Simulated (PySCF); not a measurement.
A GIAO shielding run with PySCF 2.14.0 with density-fitted response routines (density fitting, non-relativistic, gas phase) on `CN(C)C(C)(C)[SiH2][SiH2]F`, C$_{5}$H$_{16}$FNSi$_{2}$:

```
$ OMP_NUM_THREADS=1 python probes_run.py task.json out

{"job": {"kind": "nmr", "xc": "PBE0", "basis": "pcSseg-1"}, "charge": 0, "multiplicity": 1}
C     -1.621633    -1.294725     0.765459
N     -0.557355    -0.729499    -0.042134
C     -0.820337    -0.999640    -1.441072
C     -0.197936     0.673713     0.233124
C     -1.193506     1.693293    -0.326370
C     -0.090289     0.894404     1.743341
Si     1.569821     0.905048    -0.501848
Si     2.683879    -1.077496    -0.166114
F      4.181496    -0.839411    -0.737150
H     -1.759400    -2.334183     0.466368
H     -1.346698    -1.285493     1.816665
H     -2.584808    -0.777153     0.642070
H     -1.802910    -0.635018    -1.774923
H     -0.053966    -0.547328    -2.066478
H     -0.792539    -2.079907    -1.595040
H     -2.197992     1.521894     0.061046
H     -1.231087     1.660391    -1.412294
H     -0.885968     2.694188    -0.033558
H     -1.068855     0.888377     2.221402
H      0.361602     1.864135     1.939016
H      0.529441     0.127472     2.203113
H      2.173167     2.082805     0.150972
H      1.485137     1.342404    -1.909959
H      2.947635    -1.470012     1.217465
H      2.262168    -2.254115    -0.919723
```

Hardware: 1 thread of an Arm Neoverse N1, shared host. The job also computes population analyses, field gradients.

Problem. How large is the calculation?

Solution. 90 electrons, 247 basis functions and 1322 auxiliary functions.

Problem. How long does it take, and how much memory does it need?

Solution. 110 s of wall time, with 14 SCF cycles and 4 response iterations; peak memory 1.1 GiB. Times on a shared host scatter by some tens of per cent.
